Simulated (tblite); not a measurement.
Compound: C6H6N (doublet state).
SMILES with atom numbers: `[NH2:1][c:2]1[cH:3][cH:4][c:5][cH:6][cH:7]1` (hydrogens: H8, H9 on N1; H10 on C3; H11 on C4; H12 on C6; H13 on C7)
Bond orders are those of one Lewis drawing.

Computed with GFN2-xTB (tblite), gas phase: L-BFGS steps from a force-field or distance-geometry start until the largest atomic force falls under 0.01 eV/Å.

Step 9: E = -508.9977 eV
```
atom  x, y, z in Å  |  force x, y, z in eV/Å
N1      2.0272   -0.1800    0.1969    0.043   0.076   0.151
C2      0.6670   -0.0673    0.0511    0.031   0.009   0.006
C3      0.1287    1.0256   -0.6329   -0.027  -0.048   0.032
C4     -1.2505    1.1716   -0.7255   -0.002   0.003  -0.010
C5     -2.0308    0.2187   -0.1381   -0.005  -0.007   0.032
C6     -1.5544   -0.8662    0.5400   -0.006   0.002  -0.012
C7     -0.1755   -1.0152    0.6365   -0.034   0.030  -0.041
H8      2.6230    0.4239   -0.3362    0.062  -0.061  -0.057
H9      2.4067   -1.0330    0.5616    0.057  -0.021  -0.075
H10     0.7860    1.7599   -1.0844   -0.050  -0.074   0.049
H11    -1.6691    2.0199   -1.2465   -0.020  -0.021  -0.005
H12    -2.2098   -1.5940    0.9955   -0.008   0.010  -0.021
H13     0.2470   -1.8633    1.1641   -0.041   0.102  -0.051
```

Step 10: E = -509.0002 eV
```
atom  x, y, z in Å  |  force x, y, z in eV/Å
N1      2.0292   -0.1712    0.2120   -0.020   0.094   0.122
C2      0.6667   -0.0665    0.0528    0.047   0.006   0.046
C3      0.1286    1.0260   -0.6317   -0.002  -0.019  -0.007
C4     -1.2514    1.1723   -0.7268    0.057  -0.063   0.039
C5     -2.0299    0.2182   -0.1372   -0.019   0.049  -0.007
C6     -1.5552   -0.8670    0.5400    0.039  -0.005  -0.006
C7     -0.1764   -1.0155    0.6375    0.037   0.049  -0.067
H8      2.6176    0.4227   -0.3444    0.046  -0.141  -0.007
H9      2.4005   -1.0380    0.5564    0.077   0.034  -0.114
H10     0.7905    1.7578   -1.0855   -0.107  -0.104   0.078
H11    -1.6677    2.0202   -1.2477   -0.045   0.002  -0.023
H12    -2.2089   -1.5950    0.9951   -0.035  -0.007  -0.011
H13     0.2519   -1.8635    1.1617   -0.073   0.106  -0.044
```

Step 11: E = -509.0038 eV
```
atom  x, y, z in Å  |  force x, y, z in eV/Å
N1      2.0336   -0.1565    0.2365   -0.117   0.064   0.062
C2      0.6670   -0.0653    0.0558    0.106   0.039   0.089
C3      0.1280    1.0252   -0.6294    0.023   0.018  -0.055
C4     -1.2528    1.1724   -0.7282    0.131  -0.104   0.075
C5     -2.0292    0.2185   -0.1357   -0.056   0.075  -0.033
C6     -1.5563   -0.8680    0.5397    0.094   0.011  -0.014
C7     -0.1774   -1.0146    0.6373    0.093   0.038  -0.070
H8      2.6116    0.4177   -0.3564    0.016  -0.227   0.062
H9      2.3938   -1.0446    0.5464    0.084   0.131  -0.160
H10     0.7949    1.7530   -1.0855   -0.150  -0.102   0.092
H11    -1.6666    2.0200   -1.2495   -0.062   0.015  -0.035
H12    -2.2080   -1.5963    0.9941   -0.064  -0.032   0.001
H13     0.2571   -1.8611    1.1573   -0.098   0.074  -0.014
```

Step 12: E = -509.0078 eV
```
atom  x, y, z in Å  |  force x, y, z in eV/Å
N1      2.0383   -0.1466    0.2535   -0.168   0.040   0.000
C2      0.6692   -0.0642    0.0583    0.096   0.052   0.110
C3      0.1267    1.0229   -0.6275    0.044   0.046  -0.075
C4     -1.2536    1.1717   -0.7286    0.132  -0.114   0.086
C5     -2.0303    0.2193   -0.1341   -0.074   0.087  -0.053
C6     -1.5572   -0.8680    0.5387    0.095   0.014  -0.014
C7     -0.1784   -1.0124    0.6348    0.123   0.026  -0.048
H8      2.6115    0.4104   -0.3629   -0.005  -0.229   0.087
H9      2.3941   -1.0466    0.5373    0.074   0.147  -0.152
H10     0.7941    1.7480   -1.0831   -0.124  -0.045   0.062
H11    -1.6674    2.0188   -1.2507   -0.052   0.014  -0.035
H12    -2.2085   -1.5967    0.9927   -0.060  -0.038   0.004
H13     0.2571   -1.8561    1.1538   -0.081   0.000   0.030
```

**Question.** Estimate the geometry and energy of step 13. (The exact step hangs on the optimiser's Hessian estimate; all steps are aligned on step 12, rigid shifts and turns removed.)

**Answer.** E = -509.0125 eV, largest force 0.155 eV/Å
```
atom  x, y, z in Å  |  force x, y, z in eV/Å
N1      2.0418   -0.1404    0.2639   -0.153   0.024  -0.006
C2      0.6728   -0.0623    0.0615    0.034   0.050   0.079
C3      0.1256    1.0194   -0.6262    0.031   0.059  -0.057
C4     -1.2534    1.1697   -0.7277    0.060  -0.056   0.046
C5     -2.0332    0.2211   -0.1329   -0.063   0.042  -0.039
C6     -1.5574   -0.8671    0.5371    0.048   0.019  -0.016
C7     -0.1782   -1.0090    0.6303    0.068  -0.013   0.015
H8      2.6162    0.3994   -0.3641    0.005  -0.122   0.026
H9      2.4008   -1.0440    0.5278    0.046   0.057  -0.088
H10     0.7884    1.7432   -1.0787   -0.023   0.071  -0.015
H11    -1.6699    2.0164   -1.2514   -0.011  -0.012  -0.017
H12    -2.2101   -1.5964    0.9908   -0.016  -0.021  -0.008
H13     0.2522   -1.8496    1.1519   -0.027  -0.097   0.080
```

The energy changes by -0.0047 eV. The first-order estimate −F·Δx gives -0.0076 eV and the mean of the old and new forces, exact on a quadratic surface, -0.0047 eV. The step makes an angle of 58° with the force vector and moves no atom by more than 0.013 Å.

What follows is the cost of the whole relaxation. Time: 0.12 s wall. Hardware: one thread, Arm Neoverse V2 (aarch64), no GPU, on a shared host.
